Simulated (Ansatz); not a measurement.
# Worked example: CBrCl2F + GeH2(CH3)Cl → CCl3F + GeH2(CH3)Br

Species: CBrCl2F (bromodichlorofluoromethane) `FC(Cl)(Cl)Br`, singlet; GeH2(CH3)Cl, singlet; CCl3F (trichlorofluoromethane) `FC(Cl)(Cl)Cl`, singlet; GeH2(CH3)Br, singlet. The partners trade Br for Cl: C–Br and Ge–Cl bonds give way to C–Cl and Ge–Br.

Shapes, held fixed at every level: PBE0-D4/def2-TZVP. Programs: Ansatz 0.2.0. The zero-point and thermal change to 298 K, harmonic and unscaled (PBE0-D4/def2-TZVP), is +0.3 kJ/mol.

At CCSD(T)/def2-TZVPP; 1 Eh = 2625.50 kJ/mol:

| species | energy (Eh) |
| --- | --- |
| CBrCl2F | -3629.912342 |
| GeH2(CH3)Cl | -2576.418441 |
| CCl3F | -1516.934133 |
| GeH2(CH3)Br | -4689.399232 |

Q: Work out ΔH(298 K) of the reaction at this level.

A: 
1. Products less reactants: (-1516.934133) + (-4689.399232) − [(-3629.912342) + (-2576.418441)] = -0.002582 Eh = -6.8 kJ/mol.
2. With the thermal change: -6.8 + (+0.3) = -6.5 kJ/mol.

Other levels give -12.8 (HF/def2-TZVPP) to -5.3 kJ/mol (MP2/def2-TZVPP). No measured value is set beside it here. Relativity is left out for Br, Ge unless named. Correlated rows may include outer-core shells of Br, Ge, which these sets cover unevenly.
